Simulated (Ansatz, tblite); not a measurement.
Removing and adding an electron: dimethylphenylsulfonium mesylate, `CS(=O)(=O)[O-].C[S+](C)c1ccccc1`. Total charge 0; singlet. Geometry: PBE0-D4/def2-SVP. Ansatz, gas phase; energy differences of separate SCF runs; the oxidised species was run as a doublet alone; the reduced species was run as a doublet alone.

Cartesian coordinates in Å:
```
C 2.463 1.790 -2.485
S 1.341 1.206 -1.225
O 2.207 0.679 -0.131
O 0.500 2.347 -0.850
O 0.590 0.084 -1.894
H 3.103 0.957 -2.801
H 1.867 2.162 -3.328
H 3.065 2.600 -2.053
C -1.320 -3.003 0.415
S -0.497 -1.702 -0.551
C 1.218 -2.096 -0.187
C -0.922 -0.292 0.446
C -1.917 0.532 -0.072
C -2.298 1.655 0.652
C -1.667 1.955 1.857
C -0.655 1.133 2.346
C -0.270 -0.003 1.640
H -2.403 -2.836 0.331
H -1.061 -3.970 -0.038
H -1.015 -2.972 1.469
H 1.577 -2.682 -1.043
H 1.767 -1.130 -0.131
H 1.281 -2.675 0.744
H -2.351 0.321 -1.051
H -3.065 2.320 0.251
H -1.949 2.854 2.408
H -0.138 1.388 3.273
H 0.549 -0.622 2.007
```

The xTB rows come from tblite. HOMO above LUMO, or a gap near zero within one spin, warns that the state may not be the lowest or that an electron is smeared out. In the singlet geometry the species has come apart into loosely held pieces. In the doublet geometry the species has come apart into loosely held pieces.

```tsv
level	−HOMO (eV)	vertical IE (eV)	−LUMO (eV)	vertical EA (eV)	HOMO–LUMO gap (eV)	IE − EA (eV)	remarks
GFN1-xTB	11.37	14.13	8.12	5.55	3.26	8.58	–
PBE-D4/def2-SVP	4.44	7.62	1.82	-0.47	2.62	8.09	HOMO above zero (-1 doublet), gap within one spin near zero (+1 doublet)
```

Task: Estimate the rows for GFN2-xTB, PBE0-D4/def2-SVP.

Result: 
```json
{"level": "GFN2-xTB", "−HOMO (eV)": "9.89", "vertical IE (eV)": "12.71", "−LUMO (eV)": "6.96", "vertical EA (eV)": "4.45", "HOMO–LUMO gap (eV)": "2.93", "IE − EA (eV)": "8.27", "remarks": "–"}
{"level": "PBE0-D4/def2-SVP", "−HOMO (eV)": "6.06", "vertical IE (eV)": "8.13", "−LUMO (eV)": "0.97", "vertical EA (eV)": "-0.56", "HOMO–LUMO gap (eV)": "5.09", "IE − EA (eV)": "8.69", "remarks": "HOMO above zero (-1 doublet)"}
```

Relaxing the reduced species (PBE0-D4/def2-SVP) changes its energy by -1.24 eV at PBE0-D4/def2-SVP, so the adiabatic electron affinity to this nearest minimum is 0.69 eV. At PBE-D4/def2-SVP it is 0.71 eV. The highest occupied level of the relaxed charge -1 doublet lies above zero (up to 0.52 eV). By energy differences its removal costs 0.69 eV (each at its own geometry, to the charge 0 singlet, at PBE0-D4/def2-SVP); self-interaction error and the lack of diffuse functions both raise the level.     A HOMO above zero means that the electron is unbound at that level or that self-interaction error raises the level; the energy of removing that electron tells which. Raw xTB energy differences between charge states are shifted by several eV; the methods need an empirical correction for them. Sets without diffuse functions give affinities that are too small. A negative affinity means that the extra electron isn't bound; its size then hangs on the basis.
